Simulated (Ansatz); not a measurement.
Cd6CuTe6Cl2⁺. Charge 1, multiplicity 3. Geometry PBE-D4/def2-SVP, that of the neutral doublet; atoms count from 1.

```xyz
15

Cd    0.0587   -0.4908   -3.5873
Cd   -0.6886    2.5056    2.7631
Cd   -0.5095    1.4651   -0.2231
Cu   -1.6448   -1.2186    0.2175
Cd    0.3339   -2.7988   -0.9290
Cd    0.2362   -0.8546    2.3707
Cd    2.5274   -0.2368   -1.5933
Te   -2.6659    0.5806    1.8223
Te   -2.1193    0.0393   -2.0357
Te    1.9625   -2.5611   -3.1073
Te   -0.1322    0.6882    4.6920
Te    2.0766    0.8292    0.8578
Te   -0.7244   -3.3443    1.4718
Cl   -0.5299    3.9767    0.7693
Cl    1.8194    1.4202   -3.4888
```

In the def2 sets Cd, Te take a core potential; there is no spin–orbit coupling. Single mean-field runs in def2-TZVP are fitted with def2-universal-jkfit. At PBE0-D4/def2-TZVP a singlet of charge 1 lies 1.45 eV below the triplet, each at its own geometry.

(1) Estimate the Mulliken populations from the PBE0/def2-TZVP orbitals of Ansatz.

(2) Where does the spin sit?

(3) And the Mayer bond orders between bonded heavy atoms (over 0.3)?

Answers

(1) 
```
atom  charge (e)  spin (α − β)  d electrons
 Cd1        0.64          0.01        10.02
 Cd2        0.63         -0.06        10.03
 Cd3        0.56          0.00        10.03
 Cu4       -0.13          0.08         9.85
 Cd5        0.49          0.01        10.00
 Cd6        0.55         -0.04        10.01
 Cd7        0.63          0.00        10.02
 Te8       -0.13          0.95            –
 Te9       -0.29          0.00            –
Te10       -0.35          0.00            –
Te11       -0.17          0.78            –
Te12       -0.45          0.00            –
Te13       -0.19          0.26            –
Cl14       -0.37          0.01            –
Cl15       -0.43          0.00            –
```
Mulliken values and Mayer orders depend strongly on the basis.

(2) Summed by element: Cd -0.09, Cu 0.08, Te 1.99, Cl 0.01, of 2 unpaired in all. Largest on single atoms: Te8 0.95, Te11 0.78, Te13 0.26.

(3) Cd1–Te9 0.80 (2.73 Å); Cd1–Te10 0.63 (2.85 Å); Cd1–Cl15 0.44 (2.60 Å); Cd2–Te8 0.42 (2.92 Å); Cd2–Te11 0.85 (2.71 Å); Cd2–Cl14 0.61 (2.48 Å); Cd3–Te9 0.63 (2.81 Å); Cd3–Te12 0.63 (2.87 Å); Cd3–Cl14 0.34 (2.70 Å); Cu4–Te8 0.59 (2.62 Å); Cu4–Te9 0.67 (2.62 Å); Cu4–Te13 0.67 (2.63 Å); Cd5–Te10 0.80 (2.73 Å); Cd5–Te13 0.73 (2.68 Å); Cd6–Te11 0.63 (2.81 Å); Cd6–Te12 0.57 (2.92 Å); Cd6–Te13 0.61 (2.82 Å); Cd7–Te10 0.66 (2.83 Å); Cd7–Te12 0.77 (2.71 Å); Cd7–Cl15 0.42 (2.62 Å). Values over 0.3 also appear between atoms too far apart for a bond (Te8–Te11 0.30 at 3.83 Å); they arise where an orbital or an unpaired electron spreads over both atoms.
